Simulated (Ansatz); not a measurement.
Cost and result for the atomization energy of `C[C@@H]1[AlH][Si@H]1[SiH3]` (14 atoms, 14 bonds).

Z-matrix (Å, degrees):
```
C
C 1 1.514
H 1 1.094 2 111.8
H 1 1.095 2 112.2 3 -120.9
H 1 1.093 2 110.9 3 119.5
Al 2 1.947 1 137.9 3 -67.9
Si 2 1.934 1 124.3 3 -172.6
H 2 1.109 1 111.3 3 62.7
H 6 1.583 2 143.6 1 52.5
Si 7 2.330 2 119.4 1 -94.3
H 7 1.496 2 109.6 1 35.9
H 10 1.490 7 112.5 2 73.3
H 10 1.489 7 111.0 2 -165.2
H 10 1.489 7 108.6 2 -46.2
```

Total charge 0; spin multiplicity 1. Geometry: relaxed with PBE0-D4/def2-TZVP. Program: Ansatz. All runs use 4 threads of an Intel Xeon Platinum 8488C on a shared host. Times are those of one run each, without the atoms' runs, and a repeat can differ threefold. Electronic energies, without spin–orbit coupling; frozen cores. CCSD(T)/CBS adds CCSD(T) − MP2 in def2-TZVPP to the MP2 limit, and its time is that of the two runs behind it. T1 = 0.013. B3LYP takes the VWN-RPA correlation (the form of Gaussian; ORCA's B3LYP/G).

CCSD(T)/CBS is a level of theory with its own doubt, some kJ/mol a heavy atom from the limit and from the frozen cores, so smaller differences don't rank the functionals.

```
                             level  functions  wall time
   PBE-D4/def2-TZVPP (with forces)        314      2.7 s
                PBE0-D4/def2-TZVPP        314      3.5 s
r2SCAN-D4/def2-TZVPP (with forces)        314      4.3 s
 B3LYP-D4/def2-TZVPP (with forces)        314        6 s
                 B2PLYP/def2-TZVPP        314      6.5 s
                ωB97X-V/def2-TZVPP        314        8 s
  ωB97M-V/def2-TZVPP (with forces)        314       12 s
                    MP2/def2-QZVPP        594       29 s
                CCSD(T)/def2-TZVPP        314    7.1 min
                 CCSD(T)/CBS(def2)          –    7.5 min
```

Q: What atomization energy does each give, and how far from CCSD(T)/CBS? (An estimate is asked.)

A: The calculation gave: 
```csv
level,atomization (kcal/mol),difference from CCSD(T)/CBS,per bond
PBE-D4/def2-TZVPP (with forces),1085.0,6.1,0.4
PBE0-D4/def2-TZVPP,1078.1,-0.8,-0.1
r2SCAN-D4/def2-TZVPP (with forces),1083.7,4.8,0.3
B3LYP-D4/def2-TZVPP (with forces),1076.2,-2.7,-0.2
B2PLYP/def2-TZVPP,1062.1,-16.8,-1.2
ωB97X-V/def2-TZVPP,1085.3,6.4,0.5
ωB97M-V/def2-TZVPP (with forces),1079.1,0.2,0.0
MP2/def2-QZVPP,1069.3,-9.6,-0.7
CCSD(T)/def2-TZVPP,1052.5,-26.4,-1.9
CCSD(T)/CBS(def2),1078.9,0.0,0.0
```

The D4 term adds +12.7 kcal/mol with B3LYP and +6.8 kcal/mol with PBE0; it sums over pairs of atoms, weighted by their polarisabilities, and B3LYP, whose exchange is more repulsive, gets the larger term. From PBE to PBE0 (25 % exact exchange), in def2-TZVPP and without D4, the atomization energy moves by −5.8 kcal/mol: exact exchange takes away binding that semilocal exchange gives to molecules. In def2-TZVPP, CCSD(T) changes the Hartree–Fock value by +246.1 kcal/mol (the triples alone add +13.5 kcal/mol) and MP2 by +247.3 kcal/mol; breaking electron pairs costs correlation energy, which Hartree–Fock lacks.
